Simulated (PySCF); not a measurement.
A calculated (M06-2X, PySCF 2.14, aug-cc-pVDZ-DK, the spin-free X2C one-electron Hamiltonian (Gaussian nucleus)) atom or ion has these occupied shells.

```
shell  electrons  orbital energy (eV)  rms radius, mean of both spins (bohr)
 1s α          1              -582.52                                  0.230
 1s β          1              -580.94                                  0.230
 2s α          1              -65.948                                   1.14
 2s β          1              -60.117                                   1.14
 2p α          2              -50.184                                   1.10
```

Task: Name the element and its charge.

Result: O²⁺ (oxygen, charge +2), in [He] 2s2 2p2, high-spin 3P determinant.
